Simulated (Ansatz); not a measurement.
Consider the hydrogenolysis of a C–Si bond: `OC(O)(Cl)[SiH2]Cl` + H₂ → `OC(O)Cl` + `[SiH3]Cl`.

Isolated molecules relaxed with PBE0-D4/def2-TZVP in Ansatz; ΔE leaves out vibrations. CBS: MP2 limit from def2 TZ/QZ plus the TZ coupled-cluster correction, frozen cores. This one scheme is used for every species. DFT in def2-TZVPP. One conformer a species, not always the lowest.

`OC(O)(Cl)[SiH2]Cl`:

```xyz
10

O     0.396   -1.590    0.080
C     0.027   -0.353    0.535
O     1.028    0.268    1.267
Cl   -1.377   -0.483    1.688
Si   -0.667    0.691   -0.905
Cl    0.964    1.210   -2.053
H     0.772   -2.085    0.821
H     1.726    0.511    0.645
H    -1.612   -0.099   -1.718
H    -1.257    1.929   -0.361
```

H₂:

Cartesian coordinates in Å:
```
H -0.261 0.261 0.055
H 0.261 -0.261 -0.055
```

`OC(O)Cl`:

Cartesian coordinates in Å:
```
O -0.324 -0.705 0.940
C 0.152 -0.199 -0.256
O 0.317 1.159 -0.239
Cl -1.038 -0.714 -1.496
H 0.316 -0.471 1.622
H 1.109 -0.630 -0.555
H -0.533 1.560 -0.016
```

`[SiH3]Cl`:

Z-matrix (Å, degrees):
```
Si
Cl 1 2.054
H 1 1.481 2 108.5
H 1 1.481 2 108.5 3 -120.0
H 1 1.481 2 108.5 3 120.0
```

(1) Is it downhill or uphill in electronic energy at CCSD(T)/CBS, and by how much? (Best estimate.)

(2) What do these levels give: r2SCAN-D4, B97M-V, CAM-B3LYP-D4, CCSD(T)/def2-SVP, HF/def2-QZVPP, MP2/CBS(def2)? (Best estimate.)

Largest T1 diagnostic among the species: 0.011.

## Answers

(1) The calculation gave: Downhill: ΔE = -33.7 kJ/mol.

(2) Computed: r2SCAN-D4 -29.1, B97M-V -39.1, CAM-B3LYP-D4 -38.8, CCSD(T)/def2-SVP -41.6, HF/def2-QZVPP -75.8, MP2/CBS(def2) -27.1 kJ/mol.

In def2-TZVPP, CCSD(T) changes the Hartree–Fock value by +37.3 kJ/mol (the triples alone add +8.0 kJ/mol) and MP2 by +43.9 kJ/mol. From BLYP to BHLYP (50 % exact exchange), in def2-TZVPP and without D4, ΔE moves by −11.2 kJ/mol.
